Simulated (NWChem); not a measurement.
Species: MgHSeCl; SMILES [Cl][Mg][SeH]

```xyz
4

Mg     0.0070    -0.7388     0.0000
Cl     0.0150    -2.9407     0.0000
Se     0.0324     1.6814     0.0000
H     -1.4414     1.6907     0.0000
```
Atoms are numbered in this order, from 1.

Results from NWChem. Medium grid unless said otherwise, to which SCAN and Minnesota functionals are sensitive. Structure relaxed at the PBE0/def2-SVP level.

**Question.** Order these by “highest occupied level (eV)”, lowest first: LC-BLYP (range parameter 0.33 per bohr)/def2-SVP; HCTH/407/def2-SVP; B3PW91/def2-SVP; CAM-B3LYP/def2-SVP.

**Answer.** LC-BLYP (range parameter 0.33 per bohr)/def2-SVP (-9.20), CAM-B3LYP/def2-SVP (-8.24), B3PW91/def2-SVP (-6.86), HCTH/407/def2-SVP (-5.96)
